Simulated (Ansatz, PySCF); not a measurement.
GeF₄, SMILES [Ge]([F])([F])([F])[F]. Atoms are numbered in the order given.

```xyz
5

F      0.9855     0.9855    -0.9855
Ge     0.0000     0.0000     0.0000
F     -0.9855     0.9855     0.9855
F     -0.9855    -0.9855    -0.9855
F      0.9855    -0.9855     0.9855
```
Charge 0, spin multiplicity 1.

Coordinates come from a TPSSh-D3(BJ)/def2-SVP optimisation. The isomer is the one that the SMILES or the coordinates give; other isomers of the formula were not compared.

Vertical ionisation energy (IE) and electron affinity (EA) in eV. Rows of orbital energies are one-electron estimates. Where ΔSCF, EOM or ADC give a negative EA the extra electron is unbound and the value depends on the basis.

| level | IE | EA |
|---|---|---|
| −ε(HOMO), −ε(LUMO), CAM-B3LYP/def2-TZVP (PySCF) | 14.28 | 1.00 |
| −ε(HOMO), −ε(LUMO), PBE/def2-TZVP (PySCF) | 10.47 | 3.14 |
| ΔSCF, CAM-B3LYP/def2-SVPD (Ansatz), final states of multiplicity 2 and 2 | 15.86 | 0.39 |
| ΔSCF, PBE/def2-SVPD (Ansatz), final states of multiplicity 2 and 2 | 14.30 | 0.46 |

### Question
What vertical singlet–triplet gap does ΔSCF give with CAM-B3LYP/def2-SVPD (Ansatz, a program for electronic structure) and with PBE/def2-SVPD (Ansatz)? (An estimate is asked for; the answer gives what the named calculation found.)

### Answer
8.68 and 7.20 eV (triplet above singlet where positive).
